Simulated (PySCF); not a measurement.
Orbital picture of MgAs⁺

M06 at R = 2.595 Å; PySCF, no relativity, basis sets Mg aug-pcseg-1, As aug-pcseg-1. State: ³Σ⁻ (triplet), unpaired electrons π ↑↑. Only the outer orbitals are listed, counted within each symmetry.

```tsv
spin	orbital	occ.	ε (eV)	on Mg (%)	main shells (%)
α	10σ	1	-21.43	2	97 As s
α	11σ	1	-12.80	29	64 As p, 26 Mg s
α	5π	1	-11.74	3	96 As p
α	5π	1	-11.74	3	96 As p
α	12σ	0	-8.51	87	69 Mg s, 19 As p, 17 Mg p
α	6π	0	-6.00	99	99 Mg p
α	6π	0	-6.00	99	99 Mg p
β	10σ	1	-19.60	3	96 As s
β	11σ	1	-12.10	50	49 Mg s, 43 As p
β	5π	0	-8.30	12	86 As p, 12 Mg p
β	5π	0	-8.30	12	86 As p, 12 Mg p
β	12σ	0	-8.27	68	43 Mg s, 35 As p, 25 Mg p
```

Task: Which are the highest filled and the lowest empty level, where do they sit, and how wide is the gap?

Result: Highest filled α 5π at -11.74 eV (in %: 96 As p); lowest empty α 12σ at -8.51 eV (in %: 69 Mg s, 19 As p, 17 Mg p); the gap at M06 is 3.23 eV.

```json
{
  "bond order (Mayer)": "1.06",
  "⟨S²⟩": "2.050",
  "charge on Mg (Mulliken, basis-dependent)": "1.09",
  "charge on Mg (Löwdin, basis-dependent)": "1.05",
  "dipole moment (positive dipole points towards As; it is taken about the centre of mass and depends on that origin)": "-8.64 D"
}
```

Spin–orbit coupling is left out. The state is the lowest determinant that a PBE0 search found; another state may lie lower at other levels.
